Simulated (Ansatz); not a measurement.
Two isomers of C3H10Si2: A = `[SiH3]C1C[SiH2]C1`, B = `C=C([SiH3])[SiH2]C`.

Program: Ansatz. Geometries: PBE0-D4/def2-TZVP. ΔE: electronic, gas phase. CBS: MP2 limit from def2 TZ/QZ plus the TZ coupled-cluster correction, frozen cores. DFT in def2-TZVPP. B3LYP here is the variant with VWN-RPA as its local correlation; programs differ in this. Each species was taken in one conformer, which may not be the lowest.

(1) Which is lower in electronic energy at CCSD(T)/CBS, and by how much? (Estimate.)

(2) Give E(B) − E(A) in kJ/mol with PBE0-D4, ωB97M-V, B3LYP-D4, B2PLYP, B3LYP, CCSD(T)/def2-TZVPP, HF/def2-TZVPP. (Estimate.)

(3) Does the order hold for the free energy at 298.15 K (harmonic terms from PBE0-D4)? (An estimate is asked.)

Largest T1 diagnostic: 0.011.

## Answers

(1) The calculation gave: B, by 31.8 kJ/mol.

(2) Computed: PBE0-D4 -16.3, ωB97M-V -25.1, B3LYP-D4 -42.5, B2PLYP -40.0, B3LYP -46.4, CCSD(T)/def2-TZVPP -32.2, HF/def2-TZVPP -57.3. None reverses the order clearly.

(3) The calculation gave: Yes: G(B) − G(A) = -43.4 kJ/mol, for one conformer each. Modes under 60 cm⁻¹, often nearly free rotors, make the harmonic entropy too high.

The D4 term adds +3.9 kJ/mol with B3LYP and +1.7 kJ/mol with PBE0; it sums over pairs of atoms, weighted by their polarisabilities, and B3LYP, whose exchange is more repulsive, gets the larger term. At CCSD(T), def2-SVP lies +3.4 kJ/mol from the extrapolated value and def2-TZVPP −0.4 kJ/mol.
